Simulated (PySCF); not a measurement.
[Co(SH)4]2-: Co(II) (d7), charge -2. The structure is a PBE0-D3(BJ)/def2-TZVP, IEF-PCM water geometry optimised for multiplicity 4; coordination tetrahedral, point group S4, metal–donor distances 2.35 Å.

Method (PySCF 2.14, density fitting): CASSCF(7,5) with orbitals averaged over all microstates of the shell, strongly contracted NEVPT2 on the averaged canonical orbitals; basis x2c-TZVPall on the metal, x2c-SVPall elsewhere; spin-free X2C; IEF-PCM water; spin-orbit coupling by state interaction with the mean-field operator over all roots.

CASSCF energies above the lowest CASSCF root:

```csv
state,CASSCF / cm⁻¹
4B (from 4A2),0
4E (from 4T2),2217
4B (from 4T2),4069
4A (from 4T1),4527
4E (from 4T1),5270
2B (from 2E),19343
2E (from 2T1),19353
2A,19491
2A,19708
2A,19766
4A (from 4T1),20786
4E (from 4T1),20878
2E (from 2T2),21098
2B (from 2T2),21607
2E (from 2T1),24902
2A (from 2T1),25644
2E (from 2T2),25651
2B (from 2T2),25723
2A (from 2E),26406
2B (from 2E),27362
2A (from 2T1),27370
2E (from 2T1),27838
```

**Question.** How does dynamic correlation (SC-NEVPT2) move these states?

**Answer.** 
```tsv
state	NEVPT2 / cm⁻¹	shift / cm⁻¹
4B (from 4A2)	0	0
4E (from 4T2)	3437	+1220
4B (from 4T2)	6265	+2196
4A (from 4T1)	7016	+2489
4E (from 4T1)	8069	+2799
2B (from 2E)	18284	-1059
2E (from 2T1)	18348	-1006
2A	18431	-1061
2A	19190	-518
2A	19276	-490
4A (from 4T1)	19489	-1297
4E (from 4T1)	19736	-1142
2E (from 2T2)	21282	+184
2B (from 2T2)	22237	+630
2E (from 2T1)	23228	-1674
2A (from 2T1)	24843	-801
2E (from 2T2)	24446	-1205
2B (from 2T2)	24750	-973
2A (from 2E)	25739	-668
2B (from 2E)	27066	-295
2A (from 2T1)	27268	-102
2E (from 2T1)	27299	-539
```

NEVPT2 lifts 4E (from 4T2) from 2217 to 3437 cm⁻¹; on the d shell alone such lifts tend to overshoot. Gaps between spin states lean to high spin in this active space.
